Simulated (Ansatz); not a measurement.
```yaml
crystal:
  periodic: [false, false, false]
  atoms:
    - {symbol: O, position_ang: [-0.113568, 1.605835, -0.227659]}
    - {symbol: C, position_ang: [0.476100, 0.362095, 0.061538]}
    - {symbol: O, position_ang: [1.008881, -0.251372, -1.093194]}
    - {symbol: Ga, position_ang: [-0.804554, -1.022372, 0.753813]}
    - {symbol: H, position_ang: [-0.881698, 1.452882, -0.787486]}
    - {symbol: H, position_ang: [1.274333, 0.604188, 0.771425]}
    - {symbol: H, position_ang: [1.705107, 0.312189, -1.451890]}
    - {symbol: H, position_ang: [-0.428501, -2.050044, 1.877369]}
    - {symbol: H, position_ang: [-2.236110, -1.013401, 0.096086]}
basis:
  gaussian: {orbitals: def2-mTZVPP, point_charges: [{charge: 2.00, position_ang: [6.104, -0.470, -0.722]}]}
hamiltonian: {xc: {name: HF}}
correlation: {method: mp2, frozen_orbitals: {O: 0}}
output: {forces: true}
```

```sh
$ ansatz run in.yaml --threads 4 --pin off --events-out ev --progress --plain --max-ram 10444MiB
```

Problem. How does Ansatz answer? (Estimate.)

Solution. Computed: The input was rejected before any iteration.
```
Functional definition: HF
Error: "frozen_orbitals" has no count for C
```
